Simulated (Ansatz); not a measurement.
CH2N2, SMILES `N=C=N` (charge 0, multiplicity 1).

Cartesian coordinates (Å):
```xyz
5

N     -1.1963     0.1245     0.0076
C     -0.0021     0.1071     0.2502
N      1.1886     0.2746     0.4494
H     -1.8459    -0.3381     0.6286
H      1.8601    -0.3916     0.0929
```
Charge 0, multiplicity 1.

Frozen-core energies in 6-31g from Ansatz (a program for electronic structure) at a geometry from B3LYP-D3(BJ)/def2-TZVP; the HF reference has <S^2> = 0.00 and the T1 diagnostic is 0.019.

```
level    energy (Ha)
-------  -----------
HF        -147.81245
MP2       -148.12558
CCSD      -148.13182
CCSD(T)   -148.14515
```

Task: Estimate the energies of CCSDT, CCSDT(Q) and CCSDTQ, and give each level's difference from CCSDTQ.

Result: 
```csv
level,energy (Ha),difference from CCSDTQ (mHa)
MP2,-148.12558,21.28
CCSD,-148.13182,15.04
CCSD(T),-148.14515,1.71
CCSDT,-148.14561,1.25
CCSDT(Q),-148.14706,-0.20
CCSDTQ,-148.14686,0.00
```
